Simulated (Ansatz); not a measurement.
`F[SiH2]C=S` + H₂S → `S=C[SiH2]S` + H–F at 700 K and 1 bar (ligand exchange at the Si–F bond).

Gas-phase electronic energies from Ansatz, PBE0-D4/def2-TZVP geometries. CCSD(T)/CBS adds triple-zeta CCSD(T) − MP2 to the extrapolated MP2 energy (def2 sets, frozen cores). This one scheme is used for every species. Each species was taken in one conformer, which may not be the lowest.

| species | CCSD(T)/CBS energy (Eh) | H − E (kJ/mol) | S (J/(mol·K)) |
| --- | --- | --- | --- |
| `F[SiH2]C=S` | -826.53208 | 153.2 | 404.2 |
| H₂S | -398.97279 | 64.8 | 236.9 |
| `S=C[SiH2]S` | -1125.08237 | 180.6 | 441.9 |
| H–F | -100.39570 | 45.2 | 198.5 |

H − E and S are ideal-gas, rigid-rotor, harmonic terms from PBE0-D4/def2-TZVP, for one conformer and one mirror image of each species. 1 Eh = 2625.50 kJ/mol, R = 8.31446 J/(mol·K).

Question: By hand: ΔE, ΔH, ΔS and ΔG.

Answer: ΔE = (-1125.08237) + (-100.39570) − (-826.53208) − (-398.97279) = 0.02680 Eh = 70.4 kJ/mol. Δ(H − E) = 180.6 + 45.2 − 153.2 − 64.8 = 7.8, so ΔH = 78.2 kJ/mol. ΔS = 441.9 + 198.5 − 404.2 − 236.9 = -0.7 J/(mol·K). ΔG = 78.2 − 700 × (-0.7)/1000 = 78.7 kJ/mol.

Question: By hand: the equilibrium constant, and the temperature at which ΔG would vanish if ΔH and ΔS stayed fixed.

Answer: log₁₀ K = −ΔG/(RT ln 10) = -5.9. ΔH and −TΔS have one sign here, so there is no such temperature.

The number of gas molecules stays the same, so ΔS is small and ΔH decides. A doubt of 5 kJ/mol in ΔE shifts log₁₀ K by 0.4 here. Other conformers and mirror images would add mixing entropy, several J/(mol·K) or more a flexible species. Modes under 60 cm⁻¹, often nearly free rotors, make the harmonic entropy too high. These are equilibria of isolated gas molecules and say nothing of rates. Largest T1 diagnostic: 0.015 (customary marks: 0.02 for closed shells, 0.045 for open ones).

ΔS is within the doubt of such terms, so its sign, and with it that verdict, could turn.
